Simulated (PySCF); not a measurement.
Simulated C 1s region for `[BH3-]C#[N+]C`, binding energy against the vacuum level.

Every computed line was given a Gaussian of 0.7 eV full width at half maximum and an area set by the number of equivalent atoms; the highest printed point is 100. Method: delta-SCF UKS SCAN, pcX-3 on the ionised atom, pcseg-2 elsewhere, spin-free X2C (PySCF 2.14.0).

binding energy (eV), intensity and a bar:
```
    292.0          0 
    292.1          1 
    292.2          3 #
    292.3          7 ##
    292.4         14 ####
    292.5         26 ########
    292.6         42 #############
    292.7         61 ##################
    292.8         79 ########################
    292.9         93 ############################
    293.0         99 ##############################
    293.1         99 ##############################
    293.2         96 #############################
    293.3         93 ############################
    293.4         94 ############################
    293.5         98 #############################
    293.6        100 ##############################
    293.7         97 #############################
    293.8         86 ##########################
    293.9         69 #####################
    294.0         50 ###############
    294.1         32 ##########
    294.2         19 ######
    294.3         10 ###
    294.4          4 #
    294.5          2 
    294.6          1 
    294.7          0
```

Question: Count the maxima, the lines and the sites behind this envelope.

Answer: The curve has 2 maxima (at 293.0 and 293.6 eV). Under it lie 2 lines from 2 inequivalent carbon sites.

Question: Decompose the envelope and assign each component. Numbering: `[BH3-:1][C:2]#[N+:3][CH3:4]`.

Answer: 
```
position (eV)  relative area  line  atoms           environment
       292.97              1  C 1s     C2  triply bonded carbon
       293.67              1  C 1s     C4       N-methyl carbon
```

Question: What are the centre and the root-mean-square width of the whole band?

Answer: The area-weighted mean of the lines is 293.32 eV. Their own spread about it is 0.35 eV (rms) and each Gaussian has σ = 0.7/2.355 = 0.30 eV; the variances add, which gives 0.46 eV.

Question: Above which line width would these two lines show one maximum?

Answer: Two equal Gaussians merge once their distance is under 2σ = FWHM/1.177. With 0.70 eV between them that is a full width over 0.82 eV.

Lowest listed C 1s: C2, bonded to N (triple bond) and B. Highest, 0.70 eV above it: C4, bonded to N and 3 H.

Shake-up satellites, vibrational structure and lifetime widths aren't simulated. Isolated species at its PBE0-D3(BJ)/def2-TZVP geometry, gas phase.

On one thread, Arm Neoverse V1 (aarch64), no GPU (shared host), this took 45 s of wall time and 1.0 GiB of memory at its peak.
